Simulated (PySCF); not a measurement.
Si(CCH)(H)(Me)2 (C₄H₈Si), SMILES C#C[SiH](C)C.

The structure is a stationary point at B3LYP-D3(BJ)/def2-SVP.

Two levels are set side by side: PBE/def2-TZVP (PySCF) and PBE0/def2-TZVP (PySCF). Same geometry, gas phase. Differences are taken from unrounded values.

```tsv
quantity	PBE0
orbital gap (eV)	8.11
highest occupied level (eV)	-7.95
lowest empty level (eV)	0.16
dipole moment (D)	0.69
mean polarisability (bohr³)	71.7
```

Problem. What does PBE give, and how far is it from PBE0? (The exact figures need the calculation; the answer reports its results.)

Solution. 
```
quantity                       PBE  PBE minus PBE0
---------------------------  -----  --------------
orbital gap (eV)              5.96           -2.15
highest occupied level (eV)  -6.74            1.21
lowest empty level (eV)      -0.78           -0.94
dipole moment (D)             0.72            0.03
mean polarisability (bohr³)   74.1             2.4
```

PBE's occupied levels lie high since its potential decays too fast outside the molecule; exact exchange lowers them and widens the gap. PBE's more diffuse valence density responds more strongly to a field. Differences between two approximate levels are no errors against the true value.

Rough cost on one machine, each run with all the roots and properties that it gave: PBE0 against PBE within a factor of 2.
